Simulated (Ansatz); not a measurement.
BMe2Cl (C₂H₆BCl). Charge 0, multiplicity 3. Geometry PBE-D4/def2-SVP, that of the neutral singlet; atoms count from 1.

```xyz
10

B     0.090   -0.528   -0.038
C    -0.790    0.157   -1.141
H    -0.088    0.549   -1.914
H    -1.341    1.041   -0.759
H    -1.487   -0.527   -1.662
C     0.721    0.246    1.172
H    -0.057    0.279    1.971
H     0.947    1.304    0.929
H     1.612   -0.240    1.614
Cl    0.394   -2.281   -0.170
```

At PBE0-D4/def2-TZVP a singlet of charge 0 lies 5.42 eV below the triplet at the same geometry.

(1) Estimate the Mulliken populations from the PBE0/def2-TZVP orbitals of Ansatz.

(2) Where does the spin sit?

(3) And the Mayer bond orders between bonded heavy atoms (over 0.3)?

Answers

(1) 
```
atom  charge (e)  spin (α − β)
  B1       -0.09          0.99
  C2       -0.40          0.18
  H3        0.15          0.05
  H4        0.14          0.01
  H5        0.15          0.02
  C6       -0.40          0.18
  H7        0.15          0.05
  H8        0.14          0.01
  H9        0.15          0.02
Cl10        0.02          0.48
```
Mulliken values and Mayer orders depend strongly on the basis.

(2) Summed by element: B 0.99, C 0.36, H 0.16, Cl 0.48, of 2 unpaired in all. Largest on single atoms: B1 0.99, Cl10 0.48, C6 0.18.

(3) B1–C2 0.91 (1.57 Å); B1–C6 0.91 (1.57 Å); B1–Cl10 1.12 (1.78 Å).
